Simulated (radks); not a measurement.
Task: These are the eigenvalues of the occupied orbitals of an atom or ion with whole-number occupations (Ry). Calculated with a radial shooting solver on a logarithmic mesh with Libxc functionals: Dirac Kohn-Sham, BLYP, spin-unpolarised, spherical densities, point nucleus.

1s1/2: -6286.052
2s1/2: -1119.926
2p1/2: -1074.967
2p3/2: -923.0753
3s1/2: -268.8041
3p1/2: -248.5673
3p3/2: -214.7993
3d3/2: -181.4723
3d5/2: -174.2622
4s1/2: -61.53796
4p1/2: -52.82667
4p3/2: -44.61352
4d3/2: -30.41623
4d5/2: -28.88446
5s1/2: -11.59456
4f5/2: -10.55435
4f7/2: -10.21607
5p1/2: -8.66072
5p3/2: -7.15336
5d3/2: -3.11833
5d5/2: -2.94221
6s1/2: -2.25631
7s1/2: -0.81461

Which element is it, and in what charge state? The configuration may be excited. Open shells, if any, are shared by 2j + 1.

Result: Z = 81, thallium, charge +2: Tl2+ in [Xe] 4f14 5d9 6s1 7s1. The list shows which subshells hold electrons but not how many an open one holds; the 1s level, -3143 hartree, gives Z - s = 79.3 by -(Z - s)^2/2, which with screening and relativity narrows Z to a few neighbours, and the depths of the outer levels then fix element, charge and occupations together.
